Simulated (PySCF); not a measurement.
Species: C₆H₁₃AlOS.
Z-matrix (Å and degrees, PBE0-D3(BJ)/def2-SVP geometry), rows numbered from 1:
```
C 
C   1  1.4896
S   2  1.6254  1  123.38
C   2  1.5216  1  115.81  3   176.22
C   4  1.5184  2  116.12  1   144.36
C   5  1.5245  4  101.75  2   -84.57
C   6  1.5183  5  102.67  4   -39.31
O   4  1.4466  2  110.59  1    27.01
Al  8  1.9851  4  125.12  2   -98.69
H   1  1.1026  2  110.44  3   120.85
H   1  1.1047  2  109.80  3  -123.31
H   1  1.0955  2  110.92  3    -1.29
H   4  1.1034  2  106.71  1   -88.37
H   5  1.1003  4  109.62  2   157.66
H   5  1.0973  4  110.89  2    37.04
H   6  1.1014  5  109.95  4    78.69
H   6  1.0984  5  113.42  4  -160.39
H   7  1.0991  6  114.49  5   145.72
H   7  1.1014  6  112.78  5   -88.81
H   9  1.6064  8   99.56  4  -103.49
H   9  1.6040  8  100.17  4   136.52
H   9  1.6073  8   97.61  4    16.41
```

NICS is the negative of the GIAO shielding at a point without a nucleus: at the ring centre (0) and 1 Å above and below it (1); zz is the component along the ring normal. Level: GIAO PBE0/pcSseg-1 (PySCF, non-relativistic, gas phase) on the PBE0-D3(BJ)/def2-SVP geometry, one conformer.

Ring bond lengths (Å), with Mayer bond orders in brackets: C4–C5 1.518 (1.05), C5–C6 1.525 (1.02), C6–C7 1.518 (1.04), C7–O8 1.447 (0.78), O8–C4 1.447 (0.76).

**Question.** What do the NICS probes read (ppm)?

**Answer.** 
| ring | type | NICS(0) | NICS(1), two faces | NICS(1)zz, two faces | rms pucker (Å) | centre to ring atoms, mean (Å) |
| --- | --- | --- | --- | --- | --- | --- |
| C4–C5–C6–C7–O8 | 5-membered ring with O; formal bonds all single | -9.0 | -4.0 / -4.9 | -5.2 / -4.8 | 0.18 | 1.25 |

**Question.** What do they say, and how far can they be read as aromaticity?

**Answer.** 
- C4–C5–C6–C7–O8: mean NICS(1)zz -5.0 ppm, shielded. C4, C5, C6, C7 have four or more neighbours; no verdict on aromaticity is drawn.

**Question.** At the first NICS(1) probe listed for ring C4–C5–C6–C7–O8, 1 Å off the ring, how large is the induced field along the normal in 14.1 T applied along it?

**Answer.** NICSzz × B0 = -5.2 ppm × 14.1 T = -73 μT, against the applied field.

**Question.** Give the inner angles of the rings and the Hirshfeld charges of the ring atoms.

**Answer.** 
- C4–C5–C6–C7–O8: C4 103.4° (+0.061 e), C5 101.8° (-0.072 e), C6 102.7° (-0.066 e), C7 104.8° (+0.029 e), O8 111.1° (-0.049 e); sum 523.7° against 540° for a flat convex ring.

**Question.** How do the values depend on the level or the medium?

**Answer.** 
```json
{"level": "PBE0/pcSseg-1, gas", "NICS(0), C4–C5–C6–C7–O8": "-9.0", "mean NICS(1)zz, C4–C5–C6–C7–O8": "-5.0"}
{"level": "WP04/pcSseg-1, gas", "NICS(0), C4–C5–C6–C7–O8": "-8.3", "mean NICS(1)zz, C4–C5–C6–C7–O8": "-4.1"}
{"level": "PBE0/pcSseg-1, IEF-PCM benzene", "NICS(0), C4–C5–C6–C7–O8": "-9.1", "mean NICS(1)zz, C4–C5–C6–C7–O8": "-5.1"}
{"level": "PBE0/pcSseg-1, IEF-PCM water", "NICS(0), C4–C5–C6–C7–O8": "-9.1", "mean NICS(1)zz, C4–C5–C6–C7–O8": "-5.1"}
```

The geometry is the same throughout; the continuum's cavity takes Bondi-type radii × 1.2.

Time: 60 s; peak memory 1.2 GiB. Hardware: an Arm Neoverse V1 with one thread, shared host. This is the whole shielding run at PBE0/pcSseg-1, SCF included.
